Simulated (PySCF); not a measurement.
# Deuteron quadrupole couplings in `C=N/C=N/[SiH2]N(C)[SiH3]`

Species: C3H11N3Si2.
Z-matrix (Å and degrees, GFN2-xTB geometry), rows numbered from 1:
```
C 
N   1  1.2486
C   2  1.3508  1  132.05
N   3  1.2570  2  123.27  1   -71.53
Si  4  1.7108  3  131.02  2  -172.34
N   5  1.7337  4  107.26  3   125.87
C   6  1.4460  5  113.86  4   166.83
Si  6  1.7332  5  125.66  4     2.84
H   1  1.0823  2  118.34  3   176.18
H   1  1.0907  2  124.14  3    -5.38
H   3  1.1007  2  111.27  1   116.75
H   5  1.4726  4  117.43  3     5.80
H   5  1.4693  4  103.47  3  -115.75
H   7  1.0947  6  111.51  5   -75.16
H   7  1.0905  6  110.15  5    44.39
H   7  1.0892  6  110.55  5   164.42
H   8  1.4581  6  107.84  5   -39.87
H   8  1.4706  6  112.77  5    82.86
H   8  1.4689  6  105.39  5  -158.64
```

Level: PBE0/pcSseg-1 (PySCF, non-relativistic); Q(2H) = 0.00286 b; rigid geometry, the same for H and D, with no vibrational averaging.

Task: Rank these positions by the coupling χzz of a deuteron there, largest first.
A. H9 (hydrogen on a C=N carbon)
B. H11 (hydrogen on a C=N carbon)
C. H17 (Si–H hydrogen)
D. H19 (Si–H hydrogen)
E. H10 (hydrogen on a C=N carbon)

Result: A (212 kHz), E (202 kHz), B (190 kHz), C (112 kHz), D (106 kHz).

Task: Give the electric field gradient Vzz (the principal value of largest size), its asymmetry and the 2H coupling at each hydrogen.

Result: 
```tsv
atom	bonded to	bond length (Å)	Vzz (au)	η	χzz (kHz)
H9	C1	1.082	0.3160	0.02	212
H10	C1	1.091	0.3002	0.04	202
H11	C3	1.101	0.2823	0.06	190
H12	Si5	1.473	0.1534	0.05	103
H13	Si5	1.469	0.1563	0.02	105
H14	C7	1.095	0.2966	0.04	199
H15	C7	1.090	0.3040	0.07	204
H16	C7	1.089	0.3056	0.07	205
H17	Si8	1.458	0.1659	0.04	112
H18	Si8	1.471	0.1567	0.03	105
H19	Si8	1.469	0.1573	0.05	106
```

Task: Average by the element that carries the hydrogen.

Result: on C: 202 kHz over 6 positions, mean bond length 1.091 Å; on Si: 106 kHz over 5 positions, mean bond length 1.468 Å.

Task: How does χzz go with the bond length over the 6 C–H bonds?

Result: A straight-line fit has a slope of -12.2 kHz for each 0.01 Å, with a correlation coefficient of -0.99, over lengths from 1.082 to 1.101 Å. The longer bonds have the smaller couplings here.

Task: Give the 2H NMR doublet splittings at H19 for a magnetic field along the z, y and x axes of the gradient: 3χ/2, 3χ(1 + η)/4, 3χ(1 − η)/4.

Result: With |χ| = 105.7 kHz and η = 0.050: 159, 83 and 75 kHz, to first order and without motion.

One conformer (not necessarily the lowest) at the GFN2-xTB geometry, without solvent, vibrations or thermal averaging. GFN2-xTB bond lengths can be off by several hundredths of an ångström, more for odd bonds, and the gradients follow them. A larger basis could move these couplings by a tenth or more.

The run behind these numbers computed NMR shieldings as well. Hardware: one thread of an Arm Neoverse N1, on a shared host. Cost: 71 s, 0.92 GiB resident at most.
